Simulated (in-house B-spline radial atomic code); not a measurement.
Configurations of the rhenium ion Re⁸⁺, with energies counted from [Kr] 4d10 4f14 5s2 5p5. All numbers are computed (Dirac-Hartree-Fock, average of configuration; Fermi nucleus of rms radius 5.3698 fm) with a B-spline radial code for spherical atoms, not measured. Energies include first-order Breit, QED and recoil terms.

Occupations are held fixed; configurations that lie above the ionisation limit could autoionise.

```csv
configuration,E - E(ref) (eV),highest orbital,its <r> (bohr)
[Kr] 4d10 4f14 5s2 5p4 5d1,52.087,5d5/2,1.391
[Kr] 4d10 4f13 5s2 5p5 6s1,78.234,6s1/2,2.003
[Kr] 4d10 4f14 5s2 5p4 5g1,121.7,5g7/2,2.963
[Kr] 4d10 4f14 5s2 5p4 8s1,129.59,8s1/2,5.035
[Kr] 4d10 4f14 5s2 5p4 6g1,135.22,6g7/2,4.744
[Kr] 4d10 4f14 5s2 5p4 8d1,138.27,8d5/2,6.286
[Kr] 4d10 4f14 5s2 5p4 8g1,148.83,8g7/2,9.339
[Kr] 4d10 4f13 5s2 5p5 7g1,149.82,7g7/2,6.856
[Kr] 4d9 4f14 5s2 5p5 6s1,307.54,6s1/2,2.002
[Kr] 4d9 4f14 5s2 5p5 5f1,333.26,5f7/2,2
[Kr] 4d9 4f14 5s2 5p5 7f1,371.75,7f7/2,5.41
[Kr] 4d9 4f14 5s2 5p5 9f1,385.02,9f7/2,10.11
```

(1) Order these further configurations by energy, lowest first.
A. [Kr] 4d10 4f13 5s2 5p5 7s1
B. [Kr] 4d9 4f14 5s2 5p5 8g1
C. [Kr] 4d10 4f14 5s2 5p4 5f1
D. [Kr] 4d10 4f14 5s2 5p4 7f1
E. [Kr] 4d10 4f13 5s2 5p5 7d1

(2) How far above the reference does [Kr] 4d10 4f13 5s2 5p5 9s1 lie?

(3) How far above the reference does [Kr] 4d10 4f14 5s2 5p4 6f1 lie?

(4) How far above the reference does [Kr] 4d10 4f13 5s2 5p5 5d1 lie?

(5) One of these lies 104.5 eV from the reference. Which?
A. [Kr] 4d10 4f14 5s2 5p4 6d1
B. [Kr] 4d9 4f14 5s2 5p5 9s1
C. [Kr] 4d10 4f13 5s2 5p5 9g1
D. [Kr] 4d10 4f13 5s2 5p5 8s1

Results:

(1) C (98.262 eV), A (117.06 eV), E (132.52 eV), D (136.2 eV), B (384.57 eV).

(2) 146.41 eV; its least bound orbital is 9s1/2 with <r> = 7.008 bohr.

(3) 122.96 eV; its least bound orbital is 6f7/2 with <r> = 3.59 bohr.

(4) 56.137 eV; its least bound orbital is 5d5/2 with <r> = 1.367 bohr.

(5) A.
